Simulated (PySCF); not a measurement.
C3H10OSiZn (SMILES C[CH](C)[Zn][O][SiH3]), singlet, geometry from GFN2-xTB (such geometries of metal compounds can be far from the true shape); PySCF with CASSCF(8,8)/STO-3G.

Here is a job for PySCF.
```python
from pyscf import gto, scf, mcscf
import numpy

mol = gto.M(
    atom='''
Zn   -0.640584   -0.113399   -0.252115
C    -0.820637   -1.698287    1.000598
C    -0.680874   -1.167113    2.420161
C     0.311454   -2.658706    0.664735
H    -1.772079   -2.218872    0.905247
H    -0.644281   -2.004626    3.120056
H     0.238606   -0.594086    2.539503
H    -1.523464   -0.535394    2.694973
H     0.183199   -3.097611   -0.322990
H     0.329169   -3.470302    1.395206
H     1.278836   -2.157783    0.701090
O     0.576857    1.135396   -0.664753
Si    1.350008    2.379743   -1.301311
H     1.359144    2.261160   -2.767108
H     2.717646    2.337769   -0.768985
H     0.676120    3.626772   -0.910136
''',
    basis='sto-3g',
    charge=0,
    spin=0,
    verbose=4,
)

mf = scf.RHF(mol)
mf.kernel()
mc = mcscf.CASSCF(mf, 8, 8)
mc.fix_spin_(ss=0.0)
mc.kernel()
occ = numpy.linalg.eigvalsh(mc.fcisolver.make_rdm1(mc.ci, mc.ncas, mc.nelecas))[::-1]
ss = mc.fcisolver.spin_square(mc.ci, mc.ncas, mc.nelecas)[0]
print('natural occupations', occ.round(4), ' <S^2>', round(ss, 4))
```

What the program printed (banner, timings and long lists left out):

```
PySCF version 2.14.0

[INPUT] verbose = 4
[INPUT] num. atoms = 16
[INPUT] num. electrons = 80
[INPUT] charge = 0
[INPUT] spin (= nelec alpha-beta = 2S) = 0
[INPUT] symmetry False subgroup None
[INPUT] Mole.unit = angstrom
[INPUT] Symbol           X                Y                Z      unit          X                Y                Z       unit  Magmom
[...]
nuclear repulsion = 497.872047605927
number of shells = 35
number of NR pGTOs = 171
number of NR cGTOs = 57
basis = sto-3g
ecp = {}

******** <class 'pyscf.scf.hf.RHF'> ********
method = RHF
initial guess = minao
damping factor = 0
level_shift factor = 0
DIIS = <class 'pyscf.scf.diis.CDIIS'>
diis_start_cycle = 1
diis_space = 8
diis_damp = 0
SCF conv_tol = 1e-09
SCF conv_tol_grad = None
SCF max_cycles = 50
direct_scf = True
direct_scf_tol = 1e-13
Set gradient conv threshold to 3.16228e-05
Initial guess from minao.
init E= -2232.89269358544
[...]
cycle= 1 E= -2234.13961144242  delta_E= -1.25  |g|= 0.903  |ddm|= 4.46
[...]
cycle= 2 E= -2234.25712467339  delta_E= -0.118  |g|= 1.37  |ddm|= 3.33
[...]
cycle= 3 E= -2234.73703474222  delta_E= -0.48  |g|= 0.295  |ddm|= 1.51
[...]
cycle= 4 E= -2234.78027092781  delta_E= -0.0432  |g|= 0.169  |ddm|= 0.603
[...]
cycle= 5 E= -2234.79412661589  delta_E= -0.0139  |g|= 0.0583  |ddm|= 0.299
[...]
cycle= 6 E= -2234.7976588889  delta_E= -0.00353  |g|= 0.0171  |ddm|= 0.22
[...]
cycle= 7 E= -2234.79804290943  delta_E= -0.000384  |g|= 0.00845  |ddm|= 0.0754
[...]
cycle= 8 E= -2234.79814988168  delta_E= -0.000107  |g|= 0.00685  |ddm|= 0.0305
[...]
cycle= 9 E= -2234.79824112619  delta_E= -9.12e-05  |g|= 0.00613  |ddm|= 0.0245
[...]
cycle= 10 E= -2234.79845752919  delta_E= -0.000216  |g|= 0.00449  |ddm|= 0.0632
[...]
cycle= 11 E= -2234.79863321631  delta_E= -0.000176  |g|= 0.00228  |ddm|= 0.0947
[...]
cycle= 12 E= -2234.79865149172  delta_E= -1.83e-05  |g|= 0.00155  |ddm|= 0.0223
[...]
cycle= 13 E= -2234.79865745487  delta_E= -5.96e-06  |g|= 0.00133  |ddm|= 0.012
[...]
cycle= 14 E= -2234.79866062392  delta_E= -3.17e-06  |g|= 0.00127  |ddm|= 0.00391
[...]
cycle= 15 E= -2234.79866835161  delta_E= -7.73e-06  |g|= 0.00114  |ddm|= 0.00976
[...]
cycle= 16 E= -2234.798682917  delta_E= -1.46e-05  |g|= 0.000832  |ddm|= 0.0231
[...]
cycle= 17 E= -2234.79869546308  delta_E= -1.25e-05  |g|= 0.000259  |ddm|= 0.0414
[...]
cycle= 18 E= -2234.79869586408  delta_E= -4.01e-07  |g|= 6.33e-05  |ddm|= 0.00706
[...]
cycle= 19 E= -2234.79869587655  delta_E= -1.25e-08  |g|= 2.31e-05  |ddm|= 0.0012
[...]
converged SCF energy = -2234.79869587761
CASCI E = -2234.86072046512  S^2 = 0.0000000
[...]
macro iter  40 ( 21 JK    4 micro), CASSCF E = -2234.92118186213  dE = -7.69642071e-04  S^2 = 0.0000000
               |grad[o]|=0.0189  |grad[c]|=0.0141  |ddm|=0.0665  |maxRot[o]|=0.0251
macro iter  41 ( 18 JK    4 micro), CASSCF E = -2234.92428725060  dE = -3.10538847e-03  S^2 = 0.0000000
               |grad[o]|=0.023  |grad[c]|=0.0187  |ddm|=0.118  |maxRot[o]|=0.0758
macro iter  42 ( 21 JK    4 micro), CASSCF E = -2234.93010763170  dE = -5.82038110e-03  S^2 = 0.0000000
               |grad[o]|=0.0427  |grad[c]|=0.0608  |ddm|= 0.46  |maxRot[o]|=0.159
macro iter  43 ( 21 JK    4 micro), CASSCF E = -2234.94493222488  dE = -1.48245932e-02  S^2 = 0.0000000
               |grad[o]|=0.0838  |grad[c]|=0.0358  |ddm|=0.188  |maxRot[o]|=0.0735
macro iter  44 ( 21 JK    4 micro), CASSCF E = -2234.95574742903  dE = -1.08152042e-02  S^2 = 0.0000000
               |grad[o]|=0.0796  |grad[c]|=0.0372  |ddm|= 0.12  |maxRot[o]|=0.166
macro iter  45 ( 21 JK    4 micro), CASSCF E = -2234.96009431876  dE = -4.34688973e-03  S^2 = 0.0000000
               |grad[o]|=0.0391  |grad[c]|=0.129  |ddm|=0.121  |maxRot[o]|=0.148
macro iter  46 ( 21 JK    4 micro), CASSCF E = -2234.96262966795  dE = -2.53534919e-03  S^2 = 0.0000000
               |grad[o]|=0.0237  |grad[c]|=0.0537  |ddm|=0.0662  |maxRot[o]|=0.125
macro iter  47 ( 21 JK    4 micro), CASSCF E = -2234.96350617222  dE = -8.76504273e-04  S^2 = 0.0000000
               |grad[o]|=0.0118  |grad[c]|=0.027  |ddm|=0.0268  |maxRot[o]|=0.0522
macro iter  48 ( 17 JK    4 micro), CASSCF E = -2234.96484777245  dE = -1.34160023e-03  S^2 = 0.0000000
               |grad[o]|=0.00706  |grad[c]|=0.035  |ddm|=0.0338  |maxRot[o]|=0.106
macro iter  49 ( 21 JK    4 micro), CASSCF E = -2234.96475358560  dE =  9.41868534e-05  S^2 = 0.0000000
               |grad[o]|=0.00506  |grad[c]|=0.0209  |ddm|=0.023  |maxRot[o]|=0.0435
macro iter  50 ( 21 JK    4 micro), CASSCF E = -2234.96523328702  dE = -4.79701421e-04  S^2 = 0.0000000
               |grad[o]|=0.00486  |grad[c]|=0.0066  |ddm|=0.00985  |maxRot[o]|=0.043
1-step CASSCF not converged,  50 macro (835 JK 181 micro) steps
CASSCF canonicalization
Density matrix diagonal elements [1.06942083 1.92706039 1.95572877 1.2654518  0.98574031 0.22280452
 0.55686625 0.01692714]
CASSCF energy = -2234.96523328702
CASCI E = -2234.96523328702  E(CI) = -15.8301230721322  S^2 = 0.0000000
natural occupations [1.9779 1.976  1.4109 1.0303 0.9701 0.5994 0.0268 0.0086]  <S^2> 0.0
```

The run did not converge; its last values are not results.
